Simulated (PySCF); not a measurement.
Estimate the missing entries of this data sheet.

Compound: 4-chlorothioanisole, C₇H₇ClS.
Geometry (PBE0-D3(BJ)/def2-SVP, Å), atoms numbered from 1 in this order:
```
atom  x, y, z in Å
C1     2.2755    0.5875    0.0040
S2     1.3254   -0.7501   -0.7288
C3    -0.2756   -0.5368   -0.0280
C4    -1.2593   -1.4617   -0.4136
C5    -2.5525   -1.3786    0.0834
C6    -2.8821   -0.3610    0.9802
Cl7   -4.4940   -0.2522    1.6063
C8    -1.9203    0.5642    1.3729
C9    -0.6226    0.4776    0.8715
H10    2.3285    0.4991    1.0992
H11    1.8782    1.5739   -0.2773
H12    3.2898    0.4878   -0.4058
H13   -1.0043   -2.2601   -1.1152
H14   -3.3120   -2.1009   -0.2200
H15   -2.1872    1.3565    2.0743
H16    0.1127    1.2151    1.1947
```

```csv
property,level,value
point group,PBE0-D3(BJ)/def2-SVP,?
"rotational constants A, B, C",PBE0-D3(BJ)/def2-SVP,"4.102, 0.537, 0.476 GHz"
dipole moment,PBE0/def2-SVPD,2.33 D
HOMO energy,PBE0/def2-SVPD,?
LUMO energy,PBE0/def2-SVPD,-0.74 eV
lowest singlet excitation,TDDFT PBE0/def2-SVPD,?
strongest line among the 6 lowest singlet transitions,TDDFT PBE0/def2-SVPD,?
static isotropic polarisability,PBE0/def2-SVPD,?
electronic spatial extent ⟨r²⟩ about the centre of nuclear charge,PBE0/def2-SVPD,2160 bohr²
```

Gas-phase values; electronic properties from PySCF, density fitting. The structure is a single PBE0-D3(BJ)/def2-SVP conformer in the gas phase; no vibrational or solvent corrections.

Problem. What is the lowest singlet excitation?

Solution. 4.47 eV (277 nm, f = 0.015).

Problem. What is the strongest line among the 6 lowest singlet transitions?

Solution. S2 at 4.94 eV (251 nm, f = 0.356).

Problem. What is the static isotropic polarisability?

Solution. 121.1 au.

Problem. What is the HOMO energy?

Solution. -6.20 eV.

Problem. The point group?

Solution. Cs.

The 6 singlets span 4.47 to 6.09 eV, and their oscillator strengths add up to 0.42. A dipole of 2.33 D is allowed in Cs, and pure rotational transitions are dipole-allowed. With B = h/(8π²I), that is 505.379 GHz u Å² over I, the principal moments of inertia are 123.2, 942.0 and 1061.9 u Å² (most abundant isotopes); the inertial defect Ic − Ia − Ib is -3.3 u Å² (zero for a rigid planar frame, negative otherwise).
